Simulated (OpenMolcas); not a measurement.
Ag4+ (d7) among equal point charges was computed by CASSCF with the d shell active (OpenMolcas, ANO-RCC-VDZP on the metal). Its lowest spin-free states, and all those of the highest spin:

```csv
2S+1,Degeneracy,E (cm-1)
4,1,0.0
4,2,881.1
4,1,3925
4,2,4663
4,1,8947
2,1,15482
2,1,17760
2,1,18371
2,2,18753
4,2,18795
2,1,19715
2,2,19819
4,1,22116
```

Q: Is the site octahedral, tetrahedral or cube-like, axial, or of lower symmetry?

A: The states with 2S+1 = 4 have orbital degeneracies 1, 2, 1, 2, 1, 2, 1. There are pairs but no triples, so the site is axial: not cubic, but with a proper or improper axis of order three or more. The run had Ag4+ among 6 point charges of -1.36 e arranged as a tetragonal octahedron (D4h), 1.9 Å from the ion, with the axial distance 2.071 Å.

Spin-orbit coupling mixes the spin-free states strongly: the lowest level takes only 53 % from its leading state, 4A2. Without dynamic correlation the repulsion within the d shell is too large (B by tens of per cent), so at a given field states of lower spin stand too high. Point charges give a weaker field than real ligands, and real ions of this kind are as a rule low spin; the high spin found here belongs to the model. This is an electrostatic model: the charges have no orbitals. No measured value stands beside these numbers.
